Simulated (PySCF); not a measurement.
C9H10O.
Bonds: C1–O2, O2–C3, C3–C4, C4–C5, C5–C6 (aromatic), C6–C7 (aromatic), C7–C8 (aromatic), C8–C9 (aromatic), C9–C10 (aromatic), C4–C10, C5–C10 (aromatic). Hydrogens: H11, H12, H13 on C1; H14, H15 on C3; H16 on C4; H17 on C6; H18 on C7; H19 on C8; H20 on C9.

NICS = −σ at a ghost point: NICS(0) at the centroid of the ring atoms, NICS(1) 1 Å to either side along the normal of their mean plane, zz for the tensor component along that normal. Level: GIAO PBE0/pcSseg-1 (PySCF, non-relativistic, gas phase) on the GFN2-xTB geometry, one conformer.

Ring bond lengths (Å), with Mayer bond orders in brackets: C4–C5 1.489 (0.91), C5–C10 1.380 (1.16), C10–C4 1.492 (0.91); C5–C6 1.356 (1.50), C6–C7 1.409 (1.37), C7–C8 1.383 (1.52), C8–C9 1.409 (1.37), C9–C10 1.357 (1.49), C10–C5 1.380 (1.16).

Task: What do the NICS probes read (ppm)?

Result: 
```csv
ring,type,NICS(0),"NICS(1), two faces","NICS(1)zz, two faces",rms pucker (Å),"centre to ring atoms, mean (Å)"
C4–C5–C10,"3-membered carbocycle; formal bonds 1 aromatic, 2 single",-21.3,-7.2 / -7.3,-12.8 / -14.2,0.00,0.84
C5–C6–C7–C8–C9–C10,6-membered carbocycle; formal bonds all aromatic,-8.3,-11.6 / -11.5,-27.4 / -27.6,0.00,1.38
```

Task: What can be read from them?

Result: 
- C4–C5–C10: mean NICS(1)zz -13.5 ppm, shielded. C4 has four or more neighbours, so the value isn't read as a sign of a π ring current. NICS(0) lies 14 ppm below the mean NICS(1).
- C5–C6–C7–C8–C9–C10: mean NICS(1)zz -27.5 ppm, shielded, aromatic by this magnetic criterion (flat ring, no four-coordinate atom), though in fused rings the probe also feels the neighbouring ring.

Task: How equal are the bonds by HOMA? HOMA = 1 − mean of α(R − Ropt)² over the ring bonds, with Krygowski's 1993 parameters (CC: Ropt 1.388 Å, α 257.7 Å⁻²).

Result: 
- C5–C6–C7–C8–C9–C10: HOMA 0.87 = 1 − EN − GEO, with mean bond length 1.383 Å, EN = α(Ropt − mean)² = 0.008 and GEO = α × variance = 0.120. The geometric and the magnetic index point the same way.

Task: At the first NICS(1) probe listed for ring C4–C5–C10, 1 Å off the ring, what do the in-plane components average?

Result: The isotropic value is a third of the trace: (3 × -7.2 − (-12.8))/2 = -4.4 ppm.

Task: What are the shieldings of the ring atoms and their hydrogens in the same run (means over atoms taken as equivalent)?

Result: 
```json
{"atoms": "C4", "environment": "benzylic-type carbon", "σ isotropic (ppm)": "151.0", "principal values of the symmetric part, first atom (ppm)": "118.7, 134.4, 199.9"}
{"atoms": "C5 (×2)", "environment": "substituted aromatic carbon", "σ isotropic (ppm)": "49.1", "principal values of the symmetric part, first atom (ppm)": "-97.1, 25.6, 228.3"}
{"atoms": "C6 (×2)", "environment": "aromatic CH carbon", "σ isotropic (ppm)": "68.3", "principal values of the symmetric part, first atom (ppm)": "-10.8, 33.1, 180.6"}
{"atoms": "C7 (×2)", "environment": "aromatic CH carbon", "σ isotropic (ppm)": "52.6", "principal values of the symmetric part, first atom (ppm)": "-48.5, 31.3, 175.1"}
{"atoms": "H16", "environment": "methine hydrogen", "σ isotropic (ppm)": "27.83", "principal values of the symmetric part, first atom (ppm)": "23.8, 25.1, 34.5"}
{"atoms": "H17 (×2)", "environment": "aromatic hydrogen", "σ isotropic (ppm)": "24.21", "principal values of the symmetric part, first atom (ppm)": "20.2, 25.5, 26.9"}
{"atoms": "H18 (×2)", "environment": "aromatic hydrogen", "σ isotropic (ppm)": "24.29", "principal values of the symmetric part, first atom (ppm)": "20.8, 25.2, 26.9"}
```

On Arm Neoverse N1, one thread, shared host with 64 logical CPUs at a one-minute load of 61, this took 76 s and 0.95 GiB of memory at its peak. This is the whole shielding run at PBE0/pcSseg-1, SCF included.

The values belong to the conformer `[CH3:1][O:2][CH2:3][CH:4]1[c:5]2[cH:6][cH:7][cH:8][cH:9][c:10]21`: C1–O2–C3–C4 69°, O2–C3–C4–C5 -162°.
